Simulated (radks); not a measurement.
Values are calculated unless marked as measured or tabulated.
Problem. Valence configurations of neutral iron (all share [Ar]). Code: a radial shooting solver on a logarithmic mesh with Libxc functionals. Model: Dirac Kohn-Sham, PBE, spin-unpolarised, spherical densities, finite nucleus; open shells fill j = l - 1/2 first; Fermi nuclear charge, rms radius 3.7377 fm. Order these by energy: 3d4 4s1 4p3; 3d5.5 4s2 4p0.5; 3d4 4s2 4p2; 3d6 4s2; 3d6 4s1.5 4p0.5; 3d4.5 4s1.5 4p2; 3d5 4s2 4p1; 3d6 4p2; 3d7 4s1; 3d6 4s1 4p1.

Solution. From the lowest, in eV above it: 3d7 4s1 0.000; 3d6 4s2 0.711; 3d6 4s1.5 4p0.5 2.711; 3d5.5 4s2 4p0.5 4.355; 3d6 4s1 4p1 4.779; 3d6 4p2 9.082; 3d5 4s2 4p1 9.312; 3d4.5 4s1.5 4p2 18.321; 3d4 4s2 4p2 23.599; 3d4 4s1 4p3 29.379. NIST lists [Ar] 3d6 4s2 as the ground configuration; this level of theory puts 3d7 4s1 lower, by 0.711 eV. The energies are those of spherical spin-averaged densities, not of single terms.
